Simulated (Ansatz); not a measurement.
W2N2. Total charge 0; singlet. Geometry PBE-D4/def2-TZVP; atoms count from 1.

| atom | x (Å) | y (Å) | z (Å) |
| --- | --- | --- | --- |
| W1 | -1.470 | 0.137 | 0.579 |
| W2 | 0.341 | -1.053 | 0.599 |
| N3 | -0.065 | 0.551 | -0.746 |
| N4 | 1.193 | 0.365 | -0.432 |

In the def2 sets W takes a core potential; there is no spin–orbit coupling. The restricted singlet is unstable towards broken spin symmetry in Hartree–Fock (as tested in another run); at PBE0-D4/def2-TZVP this wasn't settled. Another isomer (triplet) lies 1.26 eV lower at PBE0-D4/def2-TZVP; other spin states weren't run for this one.

Q: Estimate the Mulliken populations from the PBE0/def2-TZVP orbitals of Ansatz.

A: 
| atom | charge (e) | d electrons |
| --- | --- | --- |
| W1 | 0.22 | 4.66 |
| W2 | 0.32 | 4.50 |
| N3 | -0.22 | – |
| N4 | -0.33 | – |
Mulliken values depend strongly on the basis.

Q: And the Mayer bond orders between heavy atoms (over 0.3)?

A: W1–W2 3.92 (2.17 Å); W1–N3 1.18 (1.97 Å); W2–N3 0.58 (2.13 Å); W2–N4 1.31 (1.95 Å); N3–N4 1.29 (1.31 Å).
